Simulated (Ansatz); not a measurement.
```yaml
crystal:
  periodic: [false, false, false]
  atoms:
    - {symbol: C, position_ang: [-1.123107, -0.004014, -1.365426]}
    - {symbol: Si, position_ang: [-0.191538, -1.123139, -0.211925]}
    - {symbol: O, position_ang: [0.635483, -0.358973, 0.919679]}
    - {symbol: Si, position_ang: [1.318543, 0.893813, 1.795201]}
    - {symbol: H, position_ang: [-0.447853, 0.653596, -1.914963]}
    - {symbol: H, position_ang: [-1.801183, 0.621149, -0.770975]}
    - {symbol: H, position_ang: [-1.713844, -0.582074, -2.078723]}
    - {symbol: H, position_ang: [-0.999052, -2.234499, 0.358188]}
    - {symbol: H, position_ang: [2.484331, 0.264820, 2.498799]}
    - {symbol: H, position_ang: [1.921019, 1.818221, 0.773042]}
basis:
  gaussian: {orbitals: x2c-TZVPPall}
hamiltonian: {xc: {name: PBE-QIDH}}
output: {forces: true}
```

```sh
$ ansatz run in.yaml --threads 2 --pin off --events-out ev --progress --plain --max-ram 4352MiB
```

It prints (some lines left out):

```
Functional definition: PBE-QIDH
  name "PBE-QIDH"
  cite "Brémond, Sancho-García, Pérez-Jiménez & Adamo, J. Chem. Phys. 141, 031101 (2014) doi:10.1063/1.4890314"
  cite "Perdew, Burke & Ernzerhof, Phys. Rev. Lett. 77, 3865 (1996) doi:10.1103/PhysRevLett.77.3865"
  parameter a = 3^(-1/3)
  parameter c = 1/3
  exchange = (1 - a)*pbe_x + a*exact_x
  correlation = (1 - c)*pbe_c + c*(mp2_os + mp2_ss)
1324 factors; integrals over basis functions are off by at most 7.5e-4 eV
mean field evaluation 1: about -18944.5670 eV, gradient 4.9e1 eV
mean field evaluation 2: about -18944.7496 eV, gradient 5.0e1 eV
mean field evaluation 4: about -18949.5463 eV, gradient 1.2e1 eV
mean field evaluation 8: about -18950.0849 eV, gradient 1.5e0 eV
mean field evaluation 16: about -18950.0912 eV, gradient 7.1e-4 eV
mean field -18950.09116841 eV, -696.4030056058 hartree, gradient 4.0e-6 eV, S^2 0.000000; 0 other end points of the search recorded, 0 dependent functions left out; unrestricted orbitals would lower it
12 core orbitals not correlated: weight in the atoms' cores, before any rotation towards them, 1.000 or more for the frozen orbitals, at most 0.000 for the correlated occupied ones
reference -18950.09118199 eV, -696.4030061051 hartree; 12, 12 occupied and 206, 206 virtual orbitals, 1324 factors
second order -21.43505315 eV of doubles, -0.00000000 eV of singles
the calculation of the forces begins
Total energy: -18957.23619971 eV, -696.6655806631 hartree
Relativity: scalar
Atom 0 at    -1.123107    -0.004014    -1.365426 Å, force    -0.109413     0.091740     0.022347 eV/Å
Atom 1 at    -0.191538    -1.123139    -0.211925 Å, force    -0.019919    -0.225327    -0.168552 eV/Å
Atom 2 at     0.635483    -0.358973     0.919679 Å, force     0.106746     0.370436     0.312797 eV/Å
Atom 3 at     1.318543     0.893813     1.795201 Å, force     0.213637    -0.336892    -0.364872 eV/Å
Atom 4 at    -0.447853     0.653596    -1.914963 Å, force    -0.100603    -0.120433     0.097601 eV/Å
Atom 5 at    -1.801183     0.621149    -0.770975 Å, force     0.094474    -0.094612    -0.125221 eV/Å
Atom 6 at    -1.713844    -0.582074    -2.078723 Å, force     0.098019     0.093364     0.121372 eV/Å
Atom 7 at    -0.999052    -2.234499     0.358188 Å, force     0.025614     0.172501    -0.040307 eV/Å
Atom 8 at     2.484331     0.264820     2.498799 Å, force    -0.187348     0.117533    -0.032812 eV/Å
Atom 9 at     1.921019     1.818221     0.773042 Å, force    -0.121207    -0.068310     0.177647 eV/Å
Dipole moment:    -0.318920    -0.085743    -0.380909 e Å
```

It took 13 s on 2 threads of an Intel Xeon 6975P-C on a shared host, with 0.72 GiB of host memory at the peak.
